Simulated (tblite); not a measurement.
Distances in Å between the heavy atoms of a computed structure (GFN2-xTB; lower triangle, same order across):
```
C1    0.00
C2    1.34  0.00
C3    2.48  1.52  0.00
O4    2.35  1.31  2.36  0.00
Si5   3.08  2.71  4.06  1.76  0.00
N6    4.60  3.82  4.79  2.53  1.80  0.00
C7    5.75  5.09  6.10  3.82  2.73  1.31  0.00
C8    7.02  6.18  6.95  4.87  4.13  2.42  1.54  0.00
O9    6.04  5.64  6.83  4.47  2.99  2.25  1.23  2.41  0.00
```

Hydrogens: 2 on C1, 3 on C3, 1 on Si5, 1 on N6, 3 on C8.

Charge -1, singlet.

Question: Read off the bonds between heavy atoms and their formal orders.

Answer: C1–C2 (double); C2–C3 (single); C2–O4 (single); O4–Si5 (single); Si5–N6 (single); N6–C7 (single); C7–C8 (single); C7–O9 (double).

Question: Write the SMILES.

Answer: `C=C(C)O[SiH-]NC(C)=O`, [C5H10NO2Si]-. Among its features: amide, C=C double bond and Si–H bond.

Question: Classify the heavy atoms.

Answer: C1: terminal =CH2 carbon; C2: vinylic carbon bearing oxygen; C3: allylic carbon; O4: silyl ether oxygen; Si5: silicon bonded to N, O and H; N6: amide nitrogen; C7: amide carbonyl carbon; C8: methyl carbon next to a carbonyl; O9: amide oxygen.

The values belong to the conformer `[CH2:1]=[C:2]([CH3:3])[O:4][SiH-:5][NH:6][C:7]([CH3:8])=[O:9]`: C1–C2–O4–Si5 -7°, C2–O4–Si5–N6 175°, O4–Si5–N6–C7 180°, Si5–N6–C7–C8 -174°.
